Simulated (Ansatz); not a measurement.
`C[SiH2]N[SiH2]Cl` + H₂ → `[SiH3]N[SiH2]Cl` + CH₄ at 298.15 K and 1 bar (hydrogenolysis of the Si–C bond).

Program: Ansatz. Geometries: PBE0-D4/def2-TZVP. ΔE: electronic, gas phase. CBS: MP2 limit from def2 TZ/QZ plus the TZ coupled-cluster correction, frozen cores. This one scheme is used for every species. Each species was taken in one conformer, which may not be the lowest.

```json
{"species": "`C[SiH2]N[SiH2]Cl`", "CCSD(T)/CBS energy (Eh)": "-1135.62590", "H − E (kJ/mol)": "260.4", "S (J/(mol·K))": "391.6"}
{"species": "H₂", "CCSD(T)/CBS energy (Eh)": "-1.17544", "H − E (kJ/mol)": "35.1", "S (J/(mol·K))": "130.4"}
{"species": "`[SiH3]N[SiH2]Cl`", "CCSD(T)/CBS energy (Eh)": "-1096.34659", "H − E (kJ/mol)": "180.1", "S (J/(mol·K))": "353.5"}
{"species": "CH₄", "CCSD(T)/CBS energy (Eh)": "-40.46206", "H − E (kJ/mol)": "127.4", "S (J/(mol·K))": "186.2"}
```

H − E and S are ideal-gas, rigid-rotor, harmonic terms from PBE0-D4/def2-TZVP, for one conformer and one mirror image of each species. The MP2-based limit puts H₂ 0.8 mEh under its directly extrapolated value; such offsets cancel only in part. 1 Eh = 2625.50 kJ/mol, R = 8.31446 J/(mol·K).

Q: By hand: ΔE, ΔH, ΔS and ΔG.

A: ΔE = (-1096.34659) + (-40.46206) − (-1135.62590) − (-1.17544) = -0.00731 Eh = -19.2 kJ/mol. Δ(H − E) = 180.1 + 127.4 − 260.4 − 35.1 = 12.0, so ΔH = -7.2 kJ/mol. ΔS = 353.5 + 186.2 − 391.6 − 130.4 = 17.7 J/(mol·K). ΔG = -7.2 − 298.15 × (17.7)/1000 = -12.5 kJ/mol.

Q: By hand: the equilibrium constant, and the temperature at which ΔG would vanish if ΔH and ΔS stayed fixed.

A: log₁₀ K = −ΔG/(RT ln 10) = 2.2. ΔH and −TΔS have one sign here, so there is no such temperature.

TΔS isn't small against ΔH here. A doubt of 5 kJ/mol in ΔE shifts log₁₀ K by 0.9 here. Other conformers and mirror images would add mixing entropy, several J/(mol·K) or more a flexible species. Modes under 60 cm⁻¹, often nearly free rotors, make the harmonic entropy too high. These are equilibria of isolated gas molecules and say nothing of rates. Largest T1 diagnostic: 0.010 (customary marks: 0.02 for closed shells, 0.045 for open ones).
